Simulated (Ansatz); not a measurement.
Consider the ligand exchange at the In–C bond: `[CH3][InH][CH2]O` + HCl → `[CH3][InH][Cl]` + CH₃OH.

Isolated molecules relaxed with PBE0-D4/def2-TZVP in Ansatz; ΔE leaves out vibrations. CBS: MP2 limit from def2 TZ/QZ plus the TZ coupled-cluster correction, frozen cores. This one scheme is used for every species. DFT in def2-TZVPP. B3LYP here is the variant with VWN-RPA as its local correlation; programs differ in this. def2 core potentials past Kr. For In outer-core shells are correlated without core-valence functions, which leaves a few kJ/mol of doubt a bond. Each species was taken in one conformer, which may not be the lowest.

```tsv
level	ΔE (kcal/mol)
B3LYP-D4	-43.4
PBE	-41.4
HF/def2-TZVPP	-50.9
CCSD(T)/def2-TZVPP	-41.8
HF/def2-QZVPP	-51.0
SCS-MP2/def2-QZVPP	-43.9
HF/CBS(def2)	-51.0
CCSD/CBS(def2)	-43.9
```

Task: What does CCSD(T)/CBS give? (Estimate.)

Result: Computed: -43.0 kcal/mol. The listed levels differ from it by -0.4, 1.6, -7.9, 1.2, -8.0, -0.9, -8.0, -0.9 kcal/mol.

Largest T1 diagnostic among the species: 0.012.

From PBE to PBE0 (25 % exact exchange), in def2-TZVPP and without D4, ΔE moves by −2.0 kcal/mol. The D4 term adds +0.8 kcal/mol with B3LYP and +0.5 kcal/mol with PBE0; it sums over pairs of atoms, weighted by their polarisabilities, and B3LYP, whose exchange is more repulsive, gets the larger term.
